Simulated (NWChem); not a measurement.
C5H3N; SMILES C#C/C=C/C#N

All runs: NWChem. All runs use the structure optimised with PBE-D3(BJ)/def2-SVP. Level: M06-2X/def2-SVP with SMD (1 M gas to 1 M solution), gas-phase geometry.

For solvent diethyl ether:

```yaml
dipole in solution (D): 4.87
```

### Question
What are these values for solvent tetrahydrofuran?

### Answer
The dipole in solution (D) is 5.01.
